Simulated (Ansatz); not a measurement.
An input meant for AsH2(tBu) (C₄H₁₁As) (charge 0, singlet).

```yaml
crystal:
  periodic: [false, false, false]
  atoms:
    - {symbol: As, position_ang: [0.886667, 1.467138, 1.177401]}
    - {symbol: H, position_ang: [2.117774, 1.571815, 0.252425]}
    - {symbol: H, position_ang: [0.178267, 2.610610, 0.420529]}
    - {symbol: C, position_ang: [-0.001691, -0.020798, 0.112509]}
    - {symbol: C, position_ang: [-1.444561, -0.131962, 0.627467]}
    - {symbol: C, position_ang: [0.776250, -1.308954, 0.420345]}
    - {symbol: C, position_ang: [0.011690, 0.269333, -1.391852]}
    - {symbol: H, position_ang: [-1.968890, -0.970438, 0.118033]}
    - {symbol: H, position_ang: [-1.481227, -0.330009, 1.718612]}
    - {symbol: H, position_ang: [-2.025741, 0.792083, 0.428057]}
    - {symbol: H, position_ang: [0.794185, -1.533011, 1.506943]}
    - {symbol: H, position_ang: [1.826170, -1.250844, 0.065870]}
    - {symbol: H, position_ang: [0.300349, -2.174578, -0.091184]}
    - {symbol: H, position_ang: [1.044640, 0.368579, -1.782475]}
    - {symbol: H, position_ang: [-0.534551, 1.203006, -1.635377]}
    - {symbol: H, position_ang: [-0.479350, -0.561959, -1.947302]}
basis:
  gaussian: {orbitals: def2-TZVP}
total_charge: 3
magnetization: {spin_polarized: true, initial_magnetization: 1}
hamiltonian: {xc: {name: r2SCAN}, dispersion: d3bj, pseudopotentials: {relativity: none}}
scf: {omitted_lower_state_checks: [starts]}
```

```sh
$ ansatz run in.yaml --threads 4 --pin off --events-out ev --progress --plain --max-ram 8704MiB
```

Shortened log:

```
Warning: the engine holds no damping parameters fitted to this dispersion correction and functional, so the run takes those fitted to r2scan beside the three-body term, which d3bj leaves out (hamiltonian.dispersion, under Limitations)
Functional definition: r2SCAN
  name "r2SCAN"
  cite "Furness, Kaplan, Ning, Perdew & Sun, J. Phys. Chem. Lett. 11, 8208 (2020) doi:10.1021/acs.jpclett.0c02405"
  cite "Furness, Kaplan, Ning, Perdew & Sun, J. Phys. Chem. Lett. 11, 9248 (2020) doi:10.1021/acs.jpclett.0c03077"
  parent r2scan
  parameter k0 = 0.174
  parameter k1 = 0.065
  parameter a1 = 4.9479
  exchange = r2scan_x(k0 = k0, k1 = k1, a1 = a1)
  correlation = r2scan_c
these checks for a lower state are left out or cut short: starts
1577 factors; their error is unknown
mean field evaluation 1: about -65049.7054 eV, gradient 1.1e2 eV
mean field evaluation 2: about -64141.2017 eV, gradient 3.4e2 eV
mean field evaluation 4: about -65104.1167 eV, gradient 4.9e1 eV
mean field evaluation 8: about -65119.6325 eV, gradient 1.3e1 eV
mean field evaluation 16: about -65121.3063 eV, gradient 2.3e-1 eV
mean field evaluation 32: about -65121.3597 eV, gradient 1.9e-1 eV
mean field -65121.36028276 eV, -2393.1658495479 hartree, gradient 9.0e-6 eV, S^2 1.298067; 0 other end points of the search recorded, 0 dependent functions left out
reference -65121.36029720 eV, -2393.1658500786 hartree; 33, 32 occupied and 205, 206 virtual orbitals, 1577 factors
Total energy: -65121.47686359 eV, -2393.1701338144 hartree
Checks for a lower state left out: starts
```

In this input the charge is far from what the species holds (3 typed, 0 meant). The run converged. The result belongs to that input, not to the species as meant.

The charge 3 doublet is spin-contaminated (final ⟨S²⟩ up to 1.30, 0.75 for a pure state).
